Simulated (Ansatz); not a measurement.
A nudged elastic band was laid between two geometries of CH₉AsSSi₂ (14 atoms, charge 0, multiplicity 1).

These are results of RKS B3LYP-D4/def2-SVP (Ansatz), not measurements.

```
movable images  : 7
climbing image  : yes
spring          : 5.0 eV/Å²
optimiser       : quadratic models (default)
start path      : IDPP
force threshold : 0.05 eV/Å
iteration limit : 36
end points      : relaxed
```

First end point:

```xyz
14
Properties=species:S:1:pos:R:3
Si -1.784 1.990 0.530
S -0.228 1.139 1.752
C 0.800 0.295 0.457
Si 0.198 -1.471 0.112
As 1.488 -2.579 -1.573
H -2.646 2.758 1.468
H -1.200 2.898 -0.501
H -2.593 0.952 -0.172
H 0.840 0.902 -0.461
H 1.825 0.266 0.859
H -1.218 -1.440 -0.349
H 0.287 -2.273 1.365
H 2.806 -2.100 -0.957
H 1.413 -1.364 -2.503
```

Last end point:

```xyz
14
Properties=species:S:1:pos:R:3
Si -1.787 1.998 0.510
S -0.212 1.271 1.786
C 0.916 0.500 0.531
Si 0.472 -1.318 0.212
As 2.021 -2.212 -1.383
H -2.744 2.687 1.417
H -1.242 2.958 -0.496
H -2.478 0.900 -0.225
H 0.923 1.096 -0.396
H 1.930 0.569 0.955
H -0.942 -1.413 -0.249
H 0.625 -2.082 1.482
H 1.186 -3.480 -1.570
H 1.319 -1.506 -2.546
```

(1) What changes between the two ends?

(2) Give the energies along the band, and the barrier.

(3) What is the geometry of the highest image?

(4) What are the harmonic wavenumbers there?

## Answers

(1) No bond is made or broken. The height of As5 over the plane of its neighbours goes from -0.95 to 0.95 Å.

(2) The forces met the threshold. The highest image is number 4 of 0 to 8, 1.31 eV above the first end and 1.29 eV above the last; the last end lies 0.02 eV above the first. A vibrational analysis at the climbing image gives one clearly imaginary mode, 722i cm⁻¹: a first-order saddle point.

| image | path coordinate (Å) | energy (eV) | height of As5 over the plane of its neighbours (Å) |
| --- | --- | --- | --- |
| 0 | 0.00 | 0.00 | -0.95 |
| 1 | 0.51 | 0.01 | -0.93 |
| 2 | 1.03 | 0.09 | -0.86 |
| 3 | 1.54 | 0.48 | -0.55 |
| 4 | 2.06 | 1.31 | 0.02 |
| 5 | 2.71 | 0.27 | 0.71 |
| 6 | 3.35 | 0.06 | 0.93 |
| 7 | 4.00 | 0.03 | 0.94 |
| 8 | 4.65 | 0.02 | 0.95 |

(3) 
```xyz
14
Properties=species:S:1:pos:R:3
Si -2.048 1.912 0.534
S -0.535 1.093 1.833
C 0.722 0.534 0.585
Si 0.379 -1.264 0.102
As 1.869 -2.105 -1.425
H -3.099 2.450 1.440
H -1.475 3.004 -0.306
H -2.635 0.886 -0.375
H 0.742 1.205 -0.288
H 1.706 0.617 1.072
H -0.984 -1.353 -0.486
H 0.531 -2.130 1.300
H 3.044 -2.940 -1.058
H 1.769 -1.937 -2.900
```

(4) 722i, 42, 59, 66, 93, 119, 161, 205, 358, 409, 473, 499, 623, 630, 649, 678, 731, 816, 839, 896, 923, 930, 937, 974, 1083, 1145, 1403, 2213, 2221, 2240, 2249, 2256, 2359, 2394, 3063, 3127 cm⁻¹.

Run time: 8.8 min on 2 threads of Intel(R) Xeon(R) Platinum 8375C CPU @ 2.90GHz (Ice Lake), with other jobs on the host, peak memory 0.46 GiB.
